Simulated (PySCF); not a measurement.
## Radial density of C³⁺ (carbon, charge +3)

TPSS, [He] 2s1, 2S determinant. All numbers are calculated (PySCF 2.14, the spin-free X2C one-electron Hamiltonian (Gaussian nucleus), in jorge-DZP-DKH (4s2p1d, 15 functions)).

```json
{"r (bohr)": "0.00383", "4πr²ρ (e/bohr)": "0.02264", "4πr²(ρα − ρβ)": "0.0009"}
{"r (bohr)": "0.00644", "4πr²ρ (e/bohr)": "0.06268", "4πr²(ρα − ρβ)": "0.0026"}
{"r (bohr)": "0.0108", "4πr²ρ (e/bohr)": "0.1684", "4πr²(ρα − ρβ)": "0.0068"}
{"r (bohr)": "0.0182", "4πr²ρ (e/bohr)": "0.4308", "4πr²(ρα − ρβ)": "0.0173"}
{"r (bohr)": "0.0306", "4πr²ρ (e/bohr)": "1.047", "4πr²(ρα − ρβ)": "0.0414"}
{"r (bohr)": "0.0515", "4πr²ρ (e/bohr)": "2.300", "4πr²(ρα − ρβ)": "0.0881"}
{"r (bohr)": "0.0867", "4πr²ρ (e/bohr)": "4.291", "4πr²(ρα − ρβ)": "0.1538"}
{"r (bohr)": "0.146", "4πr²ρ (e/bohr)": "6.052", "4πr²(ρα − ρβ)": "0.1827"}
{"r (bohr)": "0.245", "4πr²ρ (e/bohr)": "5.398", "4πr²(ρα − ρβ)": "0.0854"}
{"r (bohr)": "0.412", "4πr²ρ (e/bohr)": "2.319", "4πr²(ρα − ρβ)": "0.0070"}
{"r (bohr)": "0.694", "4πr²ρ (e/bohr)": "0.7675", "4πr²(ρα − ρβ)": "0.4614"}
{"r (bohr)": "1.17", "4πr²ρ (e/bohr)": "0.8733", "4πr²(ρα − ρβ)": "0.8673"}
{"r (bohr)": "1.96", "4πr²ρ (e/bohr)": "0.2535", "4πr²(ρα − ρβ)": "0.2535"}
{"r (bohr)": "3.30", "4πr²ρ (e/bohr)": "0.006157", "4πr²(ρα − ρβ)": "0.0062"}
{"r (bohr)": "5.55", "4πr²ρ (e/bohr)": "1.882e-05", "4πr²(ρα − ρβ)": "0.0000"}
```

Densities and radii are taken from the X2C orbitals without a picture-change correction, which distorts them close to the nucleus.
